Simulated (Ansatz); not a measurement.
```yaml
crystal:
  periodic: [false, false, false]
  atoms:
    - {symbol: C, position_ang: [2.708913, 2.355460, 0.969110]}
    - {symbol: O, position_ang: [1.778407, 1.857218, 0.062343]}
    - {symbol: Zr, position_ang: [0.627541, 1.208093, -1.297582]}
    - {symbol: O, position_ang: [1.538897, 0.333872, -2.736502]}
    - {symbol: Cl, position_ang: [-0.838230, 2.926461, -2.038257]}
    - {symbol: C, position_ang: [-0.574126, -0.362218, -0.302286]}
    - {symbol: C, position_ang: [-1.065059, -0.160754, 0.993820]}
    - {symbol: C, position_ang: [-1.879017, -1.096131, 1.615687]}
    - {symbol: C, position_ang: [-2.219775, -2.264943, 0.949928]}
    - {symbol: C, position_ang: [-1.745445, -2.493400, -0.333703]}
    - {symbol: C, position_ang: [-0.932865, -1.551571, -0.948550]}
    - {symbol: H, position_ang: [3.728220, 2.166800, 0.618241]}
    - {symbol: H, position_ang: [2.580443, 1.870946, 1.941804]}
    - {symbol: H, position_ang: [2.575720, 3.434131, 1.095519]}
    - {symbol: H, position_ang: [2.210803, 0.107241, -3.373587]}
    - {symbol: H, position_ang: [-0.810949, 0.745474, 1.539156]}
    - {symbol: H, position_ang: [-2.248177, -0.915954, 2.619628]}
    - {symbol: H, position_ang: [-2.854869, -2.999306, 1.432970]}
    - {symbol: H, position_ang: [-2.009913, -3.407324, -0.854704]}
    - {symbol: H, position_ang: [-0.570539, -1.754095, -1.953014]}
basis:
  gaussian: {orbitals: x2c-TZVPPall}
magnetization: {spin_polarized: true, initial_magnetization: 4}
hamiltonian: {xc: {name: r2SCAN50}, dispersion: d3bjatm}
scf: {lower_state_search: off}
output: {forces: true}
```

```sh
$ ansatz run in.yaml --threads 4 --pin off --events-out ev --progress --plain --max-ram 66560MiB --backend cuda --devices 0, --max-vram 37GiB
```

It prints (some lines left out):

```
Functional definition: r2SCAN50
3443 factors; their error is unknown
mean field evaluation 1: about -121927.2093 eV, gradient 8.2e1 eV
mean field evaluation 2: about -120551.9016 eV, gradient 4.3e2 eV
mean field evaluation 4: about -121963.7516 eV, gradient 3.2e1 eV
mean field evaluation 8: about -121975.7714 eV, gradient 8.4e-1 eV
mean field evaluation 16: about -121976.4495 eV, gradient 5.7e-2 eV
mean field evaluation 32: about -121976.4495 eV, gradient 9.7e-4 eV
mean field -121976.44954837 eV, -4482.5518422956 hartree, gradient 1.8e-6 eV, S^2 6.027611; 0 other end points of the search recorded, 0 dependent functions left out
reference -121976.44956805 eV, -4482.5518430190 hartree; 64, 60 occupied and 462, 466 virtual orbitals, 3443 factors
Total energy: -121976.69899432 eV, -4482.5610092651 hartree
Relativity: scalar
Atom 0 at     2.708913     2.355460     0.969110 Å, force    -0.150190    -0.071578    -0.097755 eV/Å
Atom 1 at     1.778407     1.857218     0.062343 Å, force     0.311156     0.247938     0.323169 eV/Å
Atom 2 at     0.627541     1.208093    -1.297582 Å, force     0.124477    -0.486631     0.174311 eV/Å
Atom 3 at     1.538897     0.333872    -2.736502 Å, force     0.414928    -0.130417    -0.426350 eV/Å
Atom 4 at    -0.838230     2.926461    -2.038257 Å, force    -0.110141     0.112462    -0.036505 eV/Å
Atom 5 at    -0.574126    -0.362218    -0.302286 Å, force     1.892999     2.524483    -1.653651 eV/Å
Atom 6 at    -1.065059    -0.160754     0.993820 Å, force     0.901311     2.590923     1.492305 eV/Å
Atom 7 at    -1.879017    -1.096131     1.615687 Å, force    -1.566567    -0.887590     2.264989 eV/Å
Atom 8 at    -2.219775    -2.264943     0.949928 Å, force    -1.020274    -1.175827     0.767374 eV/Å
Atom 9 at    -1.745445    -2.493400    -0.333703 Å, force    -1.391003    -2.487715    -0.031821 eV/Å
Atom 10 at    -0.932865    -1.551571    -0.948550 Å, force     1.130934    -0.548757    -2.845500 eV/Å
Atom 11 at     3.728220     2.166800     0.618241 Å, force    -0.337413     0.059934     0.108749 eV/Å
Atom 12 at     2.580443     1.870946     1.941804 Å, force     0.053303     0.161963    -0.306150 eV/Å
Atom 13 at     2.575720     3.434131     1.095519 Å, force     0.043885    -0.354560    -0.041665 eV/Å
Atom 14 at     2.210803     0.107241    -3.373587 Å, force    -0.529252     0.177104     0.493704 eV/Å
Atom 15 at    -0.810949     0.745474     1.539156 Å, force    -0.074729    -0.364961    -0.242596 eV/Å
Atom 16 at    -2.248177    -0.915954     2.619628 Å, force     0.109543    -0.097743    -0.402846 eV/Å
Atom 17 at    -2.854869    -2.999306     1.432970 Å, force     0.244295     0.278802    -0.184299 eV/Å
Atom 18 at    -2.009913    -3.407324    -0.854704 Å, force     0.069085     0.352218     0.229394 eV/Å
Atom 19 at    -0.570539    -1.754095    -1.953014 Å, force    -0.116349     0.099953     0.415143 eV/Å
Dipole moment:     0.435532    -0.534860     0.332851 e Å
Checks for a lower state left out: stability, starts, cluster_reference, orbital_swaps, neighbouring_geometries, increment
```

In this input the spin is set far too high for this molecule. Self-consistency was reached. The result belongs to that input, not to the molecule as meant.
